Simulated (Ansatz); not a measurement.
Two members of one family (Hf oxide hydroxide), computed with Ansatz in the gas phase; def2 core potentials for Hf, no spin–orbit coupling. The two geometries come from different levels. Binding counts from free atoms in the multiplicity of their measured ground term, without zero-point energy. The structures are stationary points that may keep the symmetry of their start.

First: HfO3H2 (with an O–O bond) (singlet, charge 0, B3LYP-D4/def2-TZVP geometry).

```tsv
atom	x (Å)	y (Å)	z (Å)
Hf1	0.1885	0.2891	0.1985
O2	0.1851	1.3037	-1.4560
O3	1.4047	0.4066	-1.3089
O4	-0.9735	-1.2366	0.5318
H5	0.6970	1.2323	1.7488
H6	-1.5018	-1.9951	0.2858
```

```csv
level,HOMO (eV),LUMO (eV),gap (eV),binding per atom (eV)
PBE-D4/def2-SVP,-6.00,-3.17,2.83,4.18
PBE-D4/def2-TZVP,-6.06,-3.15,2.90,4.18
PBE-D4/def2-TZVPD,-6.12,-3.21,2.92,4.17
revPBE-D4/def2-TZVP,-5.96,-2.97,2.99,4.03
PBE0-D4/def2-SVP,-7.59,-2.33,5.26,3.89
```

Metal–donor distances: 3 × O 1.94 to 1.95 Å, 1 × H 1.88 Å.

Second: HfO4H4 (with an O–O bond) (singlet, charge 0, r2SCAN-D4/def2-SVP geometry).

```csv
atom,x (Å),y (Å),z (Å)
Hf1,0.118,0.364,-0.006
O2,0.850,-1.326,1.366
O3,0.045,-0.735,-1.597
O4,-0.450,-0.674,1.655
O5,-1.050,1.888,-0.084
H6,0.577,-2.230,1.126
H7,-0.239,-1.035,-2.461
H8,1.815,1.128,0.095
H9,-1.667,2.620,-0.094
```

Problem. Estimate how these quantities change from the first to the second (second minus first).

Solution. 
```csv
level,Δ HOMO (eV),Δ LUMO (eV),Δ gap (eV),Δ binding per atom (eV)
PBE-D4/def2-SVP,-0.06,1.37,1.43,-0.05
PBE-D4/def2-TZVP,-0.15,1.21,1.36,-0.07
PBE-D4/def2-TZVPD,-0.17,1.11,1.28,-0.07
revPBE-D4/def2-TZVP,-0.19,1.16,1.35,-0.06
PBE0-D4/def2-SVP,0.05,1.89,1.83,0.03
```

Metal–donor distances: 4 × O 1.92 to 2.30 Å, 1 × H 1.86 Å.
